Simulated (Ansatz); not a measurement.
Consider the formal exchange of groups at the Si–C bond: `O[SiH2]C#[C][GeH3]` + `OC(F)F` → `O[SiH2]C(O)(F)F` + `C#[C][GeH3]`.

Computed with Ansatz on PBE0-D4/def2-TZVP structures; ΔE is electronic, products minus reactants. CCSD(T)/CBS is the MP2 limit (def2-TZVPP, def2-QZVPP) plus CCSD(T) − MP2 in def2-TZVPP, frozen cores. Functionals use def2-TZVPP. B3LYP here is the variant with VWN-RPA as its local correlation; programs differ in this. HSE06 is defined as in plane-wave codes. For Ge outer-core shells are correlated without core-valence functions, which leaves a few kJ/mol of doubt a bond. Scalar relativity is left out up to krypton. One conformer a species, not always the lowest.

`O[SiH2]C#[C][GeH3]`:

Cartesian coordinates in Å:
```
O -1.546 -1.699 -2.088
Si -1.646 -0.177 -1.478
C -0.310 0.146 -0.273
C 0.569 0.355 0.539
Ge 1.952 0.690 1.801
H -1.496 -2.426 -1.466
H -2.933 0.053 -0.774
H -1.513 0.735 -2.633
H 1.330 0.776 3.199
H 2.635 2.013 1.437
H 2.957 -0.466 1.735
```

`OC(F)F`:

Cartesian coordinates in Å:
```
O -0.604 0.683 -0.595
C 0.286 -0.173 -0.059
F -0.309 -1.328 0.327
F 0.853 0.339 1.060
H -1.289 0.872 0.059
H 1.063 -0.393 -0.792
```

`O[SiH2]C(O)(F)F`:

```xyz
10

O     0.333    1.935    0.682
Si   -0.683    0.654    0.598
C     0.150   -0.789   -0.370
O     0.361   -0.490   -1.669
F     1.347   -1.114    0.234
F    -0.599   -1.932   -0.265
H     1.191    1.804    1.088
H    -1.890    1.093   -0.129
H    -1.006    0.081    1.928
H     0.797   -1.240   -2.098
```

`C#[C][GeH3]`:

Cartesian coordinates in Å:
```
C -1.442 0.576 1.267
C -0.575 0.230 0.505
Ge 0.792 -0.316 -0.696
H -2.209 0.882 1.941
H 0.661 -1.825 -0.934
H 0.620 0.447 -2.014
H 2.153 0.007 -0.068
```

```csv
level,ΔE (kJ/mol),difference from CCSD(T)/CBS
PBE-D4,65.8,-4.5
BLYP-D4,63.3,-7.0
B3LYP-D4,68.0,-2.3
HSE06-D4,71.8,1.5
PBE-QIDH,77.5,7.2
revPBE,69.8,-0.5
RPA@PBE/def2-TZVPP,71.8,1.5
CCSD/def2-SVP,72.3,2.0
SCS-MP2/def2-QZVPP,76.5,6.2
MP2/CBS(def2),75.7,5.4
CCSD(T)/CBS,70.3,0
```

Largest T1 diagnostic among the species: 0.012.

From r2SCAN to r2SCAN0 (25 % exact exchange), in def2-TZVPP and without D4, ΔE moves by +3.6 kJ/mol. Leaving LDA and LC-ωPBE aside and taking each functional with its dispersion term where it has one, the values spread over 14.2 kJ/mol, from BLYP-D4 to PBE-QIDH. LDA lies −4.8 kJ/mol from PBE without D4.
